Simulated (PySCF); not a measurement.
Computed spin Hamiltonian

Compound: C5H6Cl2F (doublet state).
Cartesian coordinates in Å at the GFN2-xTB level; atoms count from 1:
```xyz
14
C5H6Cl2F angstrom
C     -0.5240   -1.4758    0.0908
C     -0.5150   -0.1176    0.0023
C     -1.8126    0.6500    0.1175
F     -2.8910   -0.1846    0.2137
C      0.6519    0.6372   -0.1942
Cl     0.5578    2.3502   -0.1694
C      2.0042    0.0751   -0.3191
Cl     2.6615   -0.3783    1.3270
H     -1.4483   -2.0016    0.2414
H      0.3739   -2.0600    0.0368
H     -1.9748    1.2785   -0.7659
H     -1.8142    1.2777    1.0165
H      2.0196   -0.8476   -0.8957
H      2.7104    0.7963   -0.7241
```

The hyperfine couplings belong to this conformer and change with its torsions.

As a line formula: `[CH2]/C(CF)=C(/Cl)CCl` [radical].

Method used: PySCF, UKS B3LYP, pcH-1 on C Cl F H, non-relativistic, mean-field spin-orbit, GIAO. The structure is a single GFN2-xTB conformer in the gas phase; no vibrational or solvent corrections. Couplings are sensitive to structure, and on GFN2-xTB geometries they can be far from those on DFT ones. No stability test was run, so a lower SCF solution isn't excluded. ⟨S²⟩ is 0.775 where a pure state has 0.75.

```json
{"g1, g2, g3": "2.00273, 2.00585, 2.00834", "g_iso": "2.00564", "Form of g": "rhombic: the two nearest values differ by 44 % of g3 − g1", "⟨S²⟩": "0.7746 (exact 0.7500)", "HOMO–LUMO gap, α and β orbitals": "5.43, 4.77 eV", "Basis functions": "280"}
```

Hyperfine couplings atom by atom, in MHz; T1 to T3 are the principal values of the dipolar part:

```json
{"atom": "C1", "isotope": "13C", "a_iso": "45.1", "of which spin–orbit": "-0.1", "T1": "-43.2", "T2": "-41.5", "T3": "84.7", "Mulliken spin population": "0.57"}
{"atom": "C2", "isotope": "13C", "a_iso": "-45.5", "of which spin–orbit": "0.0", "T1": "-27.8", "T2": "11.4", "T3": "16.4", "Mulliken spin population": "-0.24"}
{"atom": "C3", "isotope": "13C", "a_iso": "5.7", "of which spin–orbit": "0.0", "T1": "-1.1", "T2": "0.0", "T3": "1.0", "Mulliken spin population": "0.01"}
{"atom": "F4", "isotope": "19F", "a_iso": "-0.8", "of which spin–orbit": "0.0", "T1": "-5.0", "T2": "0.9", "T3": "4.1", "Mulliken spin population": "0.00"}
{"atom": "C5", "isotope": "13C", "a_iso": "72.1", "of which spin–orbit": "0.5", "T1": "-56.6", "T2": "-55.1", "T3": "111.7", "Mulliken spin population": "0.61"}
{"atom": "Cl6", "isotope": "35Cl", "a_iso": "4.4", "of which spin–orbit": "-0.1", "T1": "-23.1", "T2": "-15.0", "T3": "38.1", "Mulliken spin population": "0.07"}
{"atom": "C7", "isotope": "13C", "a_iso": "-11.9", "of which spin–orbit": "-0.1", "T1": "-1.9", "T2": "-0.1", "T3": "2.0", "Mulliken spin population": "-0.04"}
{"atom": "Cl8", "isotope": "35Cl", "a_iso": "20.5", "of which spin–orbit": "0.5", "T1": "-14.7", "T2": "-13.8", "T3": "28.5", "Mulliken spin population": "0.07"}
{"atom": "H9", "isotope": "1H", "a_iso": "-35.9", "of which spin–orbit": "0.0", "T1": "-21.0", "T2": "-0.6", "T3": "21.6", "Mulliken spin population": "-0.02"}
{"atom": "H10", "isotope": "1H", "a_iso": "-33.6", "of which spin–orbit": "0.0", "T1": "-17.7", "T2": "-1.6", "T3": "19.3", "Mulliken spin population": "-0.02"}
{"atom": "H11", "isotope": "1H", "a_iso": "-15.2", "of which spin–orbit": "0.0", "T1": "-2.2", "T2": "-0.9", "T3": "3.1", "Mulliken spin population": "-0.01"}
{"atom": "H12", "isotope": "1H", "a_iso": "-16.5", "of which spin–orbit": "0.0", "T1": "-2.1", "T2": "-0.7", "T3": "2.8", "Mulliken spin population": "-0.01"}
{"atom": "H13", "isotope": "1H", "a_iso": "19.4", "of which spin–orbit": "0.0", "T1": "-3.2", "T2": "-2.6", "T3": "5.7", "Mulliken spin population": "0.01"}
{"atom": "H14", "isotope": "1H", "a_iso": "7.4", "of which spin–orbit": "0.0", "T1": "-3.7", "T2": "-2.7", "T3": "6.3", "Mulliken spin population": "0.00"}
```

The largest Mulliken spin populations are on C5 (+0.61), C1 (+0.57), C2 (-0.24) and Cl8 (+0.07). The positive populations add up to 1.34 and the negative ones to -0.34, together 2S = 1. The angles at C5 add up to 359.8°, so it is planar.

The SMILES `[CH2]/C(CF)=C(/Cl)CCl` draws the unpaired electron on C1, whose computed spin population is only +0.57.

Under fast tumbling the dipolar parts average out, and these isotropic splittings remain: 1 × 1H (H9, I = 1/2, 2 lines) with 1.28 mT, 1 × 1H (H10, I = 1/2, 2 lines) with 1.20 mT, 1 × 35Cl (Cl8, I = 3/2, 4 lines) with 0.73 mT, 2 × 1H (H11/H12, I = 1/2, 3 lines) with 0.56 mT, 2 × 1H (H13/H14, I = 1/2, 3 lines) with 0.48 mT and 1 × 35Cl (Cl6, I = 3/2, 4 lines) with 0.16 mT.

Class means assume fast exchange of nuclei equivalent by connectivity; if that motion is slow, each nucleus keeps its own coupling. H9 and H10 aren't averaged: C1 is flat or nearly so (angle sum 360°), and its turn about the short C1–C2 bond (1.36 Å) is taken as slow. The 1H value of +13.4 MHz is a mean of couplings from 7.4 to 19.4 MHz in this one geometry, not an average over conformers.

Main isotope only: 35Cl (natural samples also hold 24 % 37Cl, magnetic too, which adds its own pattern).

The 13C coupling of C5 (72.1 MHz) shows only in satellite lines or after enrichment, since that isotope makes up about 1.07 % of natural carbon.

The run took 1.7 min of wall time (with the writing of density and orbital grids) on Arm Neoverse V2, one thread (shared host), and the process peaked at 0.96 GiB of memory.
